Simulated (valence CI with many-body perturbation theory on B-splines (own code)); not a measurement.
**Valence orbitals of Sr25+**

Calculated by valence CI with perturbative core correlation (CI+MBPT): three valence electrons over a frozen Dirac-Fock core [Ne], a basis of 11 s, 11 p, 10 d, 8 f, 5 g, 2 h functions for each j, with the one-electron correlation potential Σ1 (screened to all orders), the two-electron term Σ2, the three-electron term Σ3, Breit, model QED; selected single and double excitations, second order for the rest, scaled by the run's own slope (own B-spline code, finite nucleus).

No measured levels were compared; by estimate levels of excited configurations hold to 0.05 to 0.15 % of their energy, terms of the ground configuration to about 0.5 %.

These are the spectroscopic orbitals of the CI (the correlating ones are not listed), shaped by the core and the other valence electrons. h is the expectation value of the core's Dirac-Fock operator, without the valence repulsion; Σ1 is computed up to l = 3 at one energy for each symmetry, that of its lowest orbital but kept below the first core excitation, so for empty shells it is not the orbital's own correlation shift; Breit and QED include the response of the core.

```tsv
Orbital	h (hartree)	Σ1 (cm⁻¹)	Breit (cm⁻¹)	QED (cm⁻¹)	⟨r⟩ (bohr)
3s1/2	-50.962	-5995	4150	2937	0.4223
4s1/2	-27.451	-1963	1596	1157	0.7886
5s1/2	-17.135	-881	755	555	1.276
6s1/2	-11.709	-477	420	310	1.876
7s1/2	-8.5059	-288	257	190	2.592
8s1/2	-6.4577	-188	169	125	3.422
3p1/2	-48.714	-7393	6810	-162	0.4069
4p1/2	-26.521	-2382	2623	-60.5	0.7852
5p1/2	-16.672	-1089	1277	-29.1	1.280
6p1/2	-11.446	-595	718	-16.3	1.889
7p1/2	-8.3418	-361	444	-10.0	2.614
8p1/2	-6.3488	-237	293	-6.6	3.453
3p3/2	-48.089	-7092	4228	112	0.4129
4p3/2	-26.271	-2313	1602	45.4	0.7932
5p3/2	-16.547	-1063	797	22.6	1.290
6p3/2	-11.375	-582	447	12.9	1.901
7p3/2	-8.2976	-354	276	8.0	2.628
8p3/2	-6.3194	-232	182	5.3	3.469
3d3/2	-45.108	-8392	2863	-126	0.3643
4d3/2	-25.147	-2313	1040	-44.7	0.7586
5d3/2	-15.999	-1025	498	-21.4	1.267
6d3/2	-11.066	-553	278	-12.0	1.889
7d3/2	-8.1061	-335	171	-7.4	2.627
3d5/2	-44.981	-8140	1277	-45.8	0.3659
4d5/2	-25.091	-2239	461	-12.6	0.7608
5d5/2	-15.97	-992	223	-5.3	1.269
6d5/2	-11.049	-536	125	-2.8	1.893
7d5/2	-8.0956	-325	77.0	-1.6	2.631
4f5/2	-24.521	-1784	75.4	-11.7	0.6742
5f5/2	-15.685	-883	52.7	-6.6	1.190
6f5/2	-10.887	-501	34.0	-4.0	1.821
7f5/2	-7.9945	-312	22.8	-2.6	2.566
4f7/2	-24.5	-1762	10.5	1.4	0.6752
5f7/2	-15.674	-871	7.4	0.0	1.191
6f7/2	-10.88	-494	4.6	-0.2	1.822
7f7/2	-7.9905	-307	3.1	-0.2	2.567
5g7/2	-15.623		1.3	-2.2	1.052
6g7/2	-10.85		1.4	-1.3	1.685
7g7/2	-7.9713		1.1	-0.8	2.433
5g9/2	-15.617		0.0	1.5	1.053
6g9/2	-10.847		0.0	0.9	1.685
7g9/2	-7.9689		0.0	0.5	2.434
6h9/2	-10.84				1.498
6h11/2	-10.837				1.499
```

Among the shells of the start configuration 3s2 3p1, Σ1 is largest in size for 3p1/2, where it is 0.069 % of h.

Lowest root of each symmetry, sizes in configuration state functions:

```
   J  Parity  Roots  Reference  Variational  Second order  Change by selected CI (cm⁻¹)  Change by second order (cm⁻¹)
 1/2    even     15         93        10549         17099                         -1861                              0
 3/2    even     22        147        17214         27863                         -1404                              0
 5/2    even     21        153        19818         35704                         -1827                             -1
 7/2    even     12        114        16138         46185                         -3194                             -1
 9/2    even      8         72        13976         39066                         -4015                             -2
11/2    even      2         28         8393         38394                        -10850                             -6
 1/2     odd     17         93        11121         18688                         -3029                              0
 3/2     odd     25        149        17305         34393                         -2977                              0
 5/2     odd     20        148        17240         41841                         -2131                             -1
 7/2     odd     14        115        17836         49562                         -2370                             -1
 9/2     odd      7         66        13136         27996                         -2115                             -1
11/2     odd      3         31        10411         34810                         -3717                             -1
```
